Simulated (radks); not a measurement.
Initial-state core-level shifts of the erbium ion Er2+ when its valence configuration changes from [Xe] 4f12. Method: scalar-relativistic Kohn-Sham, LDA (Slater exchange, Perdew-Wang correlation), spin-unpolarised, spherical densities, point nucleus; computed with a radial shooting solver on a logarithmic mesh with Libxc functionals. Shifts are changes of the shell-averaged eigenvalues in eV (positive: less bound).

valence                1s       3s       3d       5p
4f10 5d2          -14.446  -17.347  -17.123   -6.540
4f9 5d2 6p1       -27.158  -32.028  -31.675  -13.684
4f10 6p2          -22.796  -25.771  -25.586  -14.265
4f11 6p1          -10.678  -11.983  -11.901   -7.028
4f11 6s0.5 6p0.5  -10.009  -11.323  -11.240   -6.386
4f10 5d1 6p1      -18.539  -21.479  -21.272  -10.378
4f11 6s1           -9.332  -10.655  -10.571   -5.735
4f8 5d2 6p2       -41.002  -48.141  -47.645  -20.966
4f11 5d1           -6.756   -8.045   -7.945   -3.260
